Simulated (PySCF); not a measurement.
FH6NOSi2, SMILES O[Si@H](F)N[SiH3].

The structure is a stationary point at B3LYP-D3(BJ)/def2-SVP. The structure was generated by enumeration; whether it is a known compound was not checked. Other conformers were not sampled.

Level of theory: TDDFT-B3LYP/def2-SVPD run with PySCF 2.14.0.

Vertical excitations. The molecule is in vacuum.

**Question.** Estimate the UV-visible absorptions. (The exact figures need the calculation; the answer reports its results.)

**Answer.** 
```json
[
 {"state": "S1", "energy (eV)": "6.48", "λ (nm)": "191", "f": "0.014", "main pairs": "HOMO→LUMO 94 %"},
 {"state": "S2", "energy (eV)": "7.09", "λ (nm)": "175", "f": "0.011", "main pairs": "HOMO→LUMO+1 93 %"},
 {"state": "S3", "energy (eV)": "7.43", "λ (nm)": "167", "f": "0.020", "main pairs": "HOMO→LUMO+2 95 %"},
 {"state": "S4", "energy (eV)": "7.60", "λ (nm)": "163", "f": "0.003", "main pairs": "HOMO→LUMO+3 85 %"},
 {"state": "S5", "energy (eV)": "7.85", "λ (nm)": "158", "f": "0.016", "main pairs": "HOMO→LUMO+4 74 %, HOMO−1→LUMO 16 %"},
 {"state": "S6", "energy (eV)": "7.90", "λ (nm)": "157", "f": "0.026", "main pairs": "HOMO−1→LUMO 63 %, HOMO→LUMO+4 17 %, HOMO−1→LUMO+1 13 %"},
 {"state": "S7", "energy (eV)": "8.16", "λ (nm)": "152", "f": "0.003", "main pairs": "HOMO→LUMO+5 58 %, HOMO→LUMO+6 32 %"},
 {"state": "S8", "energy (eV)": "8.29", "λ (nm)": "150", "f": "0.056", "main pairs": "HOMO→LUMO+6 52 %, HOMO→LUMO+5 26 %, HOMO−2→LUMO 10 %"},
 {"state": "S9", "energy (eV)": "8.34", "λ (nm)": "149", "f": "0.018", "main pairs": "HOMO−2→LUMO 79 %"},
 {"state": "S10", "energy (eV)": "8.46", "λ (nm)": "147", "f": "0.081", "main pairs": "HOMO−1→LUMO+1 71 %, HOMO−1→LUMO 17 %"},
 {"state": "T1", "energy (eV)": "6.18", "λ (nm)": "201", "f": "0", "main pairs": "HOMO→LUMO 88 %"},
 {"state": "T2", "energy (eV)": "6.85", "λ (nm)": "181", "f": "0", "main pairs": "HOMO→LUMO+1 76 %"},
 {"state": "T3", "energy (eV)": "7.19", "λ (nm)": "172", "f": "0", "main pairs": "HOMO→LUMO+2 87 %"},
 {"state": "T4", "energy (eV)": "7.25", "λ (nm)": "171", "f": "0", "main pairs": "HOMO→LUMO+3 82 %"}
]
```
Triplets are in the Tamm–Dancoff approximation, which puts them higher than full response would, so one can lie above its singlet here.
